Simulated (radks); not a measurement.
Values are calculated unless marked as measured or tabulated.
Ca I, configuration [Ar] 4s1 4p1 (not the ground configuration). Level of theory: non-relativistic Kohn-Sham, PBE, spin-polarised, spherical densities, point nucleus; open shells are filled with parallel spins first (a radial shooting solver on a logarithmic mesh with Libxc functionals).

Normalised radial functions P(r) = r R(r), r in bohr:

r	3s up	4s up
0.002878	0.0490	0.0135
0.004398	0.0726	0.0201
0.006666	0.1050	0.0290
0.01011	0.1481	0.0410
0.01544	0.2020	0.0558
0.02341	0.2565	0.0709
0.03548	0.2916	0.0806
0.05422	0.2660	0.0734
0.08219	0.1280	0.0349
0.1246	-0.1421	-0.0400
0.1904	-0.4483	-0.1240
0.2886	-0.5020	-0.1349
0.4375	-0.0601	-0.0049
0.6685	0.6861	0.1965
1.013	1.0329	0.2199
1.536	0.7019	-0.0610
2.347	0.2214	-0.4285
3.558	0.0296	-0.5620
5.394	0.0012	-0.3543
8.243	0.0000	-0.0961
12.49	0.0000	-0.0099

3s up: eigenvalue -47.850 eV, 2 radial nodes at r = 0.102, 0.454 bohr, <r> = 1.16 bohr, 90 % of the charge inside 1.74 bohr. 4s up: eigenvalue -4.758 eV, 3 radial nodes at r = 0.102, 0.442, 1.44 bohr, <r> = 3.92 bohr, 90 % of the charge inside 5.79 bohr.
